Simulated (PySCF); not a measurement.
**Excitation energy of Sc by level of theory**

Sc [Ar] 3d1 4s2 (2D) → Sc [Ar] 3d1 4s1 4p1 (high-spin determinant), as a difference of total energies. All numbers are calculated (PySCF 2.14, the spin-free X2C one-electron Hamiltonian (Gaussian nucleus), in x2c-TZVPPall (6s5p4d2f1g, 64 functions)). Correlated levels: valence: [Ar] frozen. The calculations carry no spin-orbit coupling.

```tsv
method	excitation energy (eV)
UHF	0.989
MP2 (valence)	1.623
SCS-MP2 (valence)	1.815
CCSD (valence)	1.809
CCSD(T) (valence)	1.834
```

How much does correlation contribute at CCSD(T) (valence)?

1.834 − (0.989) = 0.845 eV, measured against UHF.

A first-order spin-orbit estimate (lowest level to lowest level, LS coupling) adds -0.008 eV.

The basis was made for the ground configuration and has no added diffuse functions, so the excitation energy can come out too high.

The determinant of the upper state mixes LS terms, which raises its energy above the lowest term, most at the Hartree-Fock and MP2 levels.
